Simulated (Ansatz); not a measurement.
Relaxation of VO(OH)3 (VO4H3) with RKS PBE0-D4/def2-SVP.

```sh
$ ansatz run in.yaml --threads 4 --pin off --events-out ev --progress --plain --max-ram 3916MiB
```

```yaml
crystal:
  periodic: [false, false, false]
  atoms:
    - {symbol: V, position_ang: [0.001930, 0.001410, 0.126850]}
    - {symbol: O, position_ang: [0.021400, 0.033480, 1.645020]}
    - {symbol: O, position_ang: [1.495930, 0.377610, -0.414070]}
    - {symbol: H, position_ang: [2.410360, 0.617470, -0.251850]}
    - {symbol: O, position_ang: [-1.090130, 1.099760, -0.393510]}
    - {symbol: H, position_ang: [-1.743900, 1.777270, -0.208900]}
    - {symbol: O, position_ang: [-0.421350, -1.501830, -0.350670]}
    - {symbol: H, position_ang: [-0.674240, -2.405170, -0.152880]}
basis:
  gaussian: {orbitals: def2-SVP}
hamiltonian: {xc: pbe0, dispersion: d4}
scf: {omitted_lower_state_checks: [starts]}
output: {orbitals: {seedname: orbitals}}
relax: {f_tol: 0.02, max_steps: 100}
```

Hardware: 4 threads of Arm Neoverse N1 on a shared host. Wall time 26 s.

Positions (Å) and forces (eV/Å) at steps 1, 2, 3, 4, 5, 7, 8 of 8:

```xyz
8
step=1 energy=-33903.8393 eV
V     0.002    0.001    0.127   -0.007    0.065    2.112
O     0.021    0.033    1.645    0.041    0.056    2.905
O     1.496    0.378   -0.414    4.194    1.045   -1.972
H     2.410    0.617   -0.252   -0.089   -0.020    0.219
O    -1.090    1.100   -0.394   -3.055    3.053   -1.902
H    -1.744    1.777   -0.209    0.078   -0.074    0.214
O    -0.421   -1.502   -0.351   -1.186   -4.197   -1.796
H    -0.674   -2.405   -0.153    0.022    0.071    0.221
8
step=2 energy=-33904.4164 eV
V     0.002    0.002    0.139    0.008    0.041    1.593
O     0.022    0.034    1.682    0.009    0.010    0.585
O     1.546    0.390   -0.430    1.401    0.342   -1.059
H     2.457    0.629   -0.254   -0.051   -0.008    0.306
O    -1.127    1.137   -0.409   -1.029    1.014   -1.037
H    -1.778    1.812   -0.211    0.047   -0.037    0.305
O    -0.436   -1.552   -0.364   -0.403   -1.415   -0.999
H    -0.687   -2.452   -0.153    0.018    0.055    0.305
8
step=3 energy=-33904.5589 eV
V     0.002    0.002    0.141    0.011    0.018    0.906
O     0.022    0.034    1.691   -0.002   -0.004   -0.183
O     1.576    0.398   -0.453    0.138    0.026   -0.579
H     2.480    0.635   -0.236   -0.096   -0.019    0.337
O    -1.149    1.158   -0.431   -0.114    0.096   -0.575
H    -1.794    1.828   -0.192    0.078   -0.068    0.334
O    -0.444   -1.582   -0.386   -0.048   -0.156   -0.573
H    -0.694   -2.474   -0.134    0.033    0.108    0.333
8
step=4 energy=-33904.7888 eV
V    -0.001    0.004    0.056    0.093   -0.082    1.241
O     0.020    0.035    1.626   -0.026   -0.019   -1.438
O     1.588    0.399   -0.569    0.076    0.033    0.118
H     2.391    0.611   -0.069   -0.356   -0.091   -0.043
O    -1.162    1.167   -0.547   -0.088    0.098    0.109
H    -1.723    1.759   -0.025    0.228   -0.235   -0.053
O    -0.450   -1.596   -0.502   -0.027   -0.066    0.123
H    -0.663   -2.379    0.029    0.100    0.362   -0.057
8
step=5 energy=-33904.7818 eV rejected
V    -0.001    0.001   -0.011    0.026   -0.031    0.049
O     0.020    0.033    1.550   -0.010   -0.020   -0.846
O     1.599    0.402   -0.637   -0.138   -0.029    0.594
H     2.263    0.581    0.050   -0.062   -0.019   -0.322
O    -1.170    1.174   -0.615   -0.013    0.039    0.755
H    -1.630    1.668    0.091    0.133   -0.152   -0.494
O    -0.455   -1.610   -0.570    0.059    0.184    0.556
H    -0.626   -2.248    0.142    0.004    0.028   -0.292
8
step=7 energy=-33904.8358 eV
V     0.000    0.000    0.003    0.002    0.002    0.108
O     0.022    0.029    1.550   -0.001   -0.001   -0.057
O     1.596    0.401   -0.595   -0.007   -0.002   -0.024
H     2.328    0.598    0.001    0.002    0.001    0.007
O    -1.167    1.173   -0.569    0.005   -0.006   -0.024
H    -1.680    1.718    0.039   -0.002    0.002    0.007
O    -0.453   -1.605   -0.528    0.001    0.006   -0.025
H    -0.645   -2.313    0.098    0.000   -0.002    0.007
8
step=8 energy=-33904.8359 eV
V     0.000    0.000    0.007   -0.001    0.001    0.001
O     0.022    0.029    1.553    0.000    0.000    0.000
O     1.595    0.401   -0.596    0.001    0.000    0.000
H     2.326    0.598    0.000   -0.001    0.000   -0.001
O    -1.166    1.172   -0.570    0.001   -0.001   -0.001
H    -1.679    1.717    0.038   -0.001    0.001    0.001
O    -0.453   -1.604   -0.529    0.000   -0.002    0.001
H    -0.645   -2.312    0.097    0.000    0.001   -0.001
```
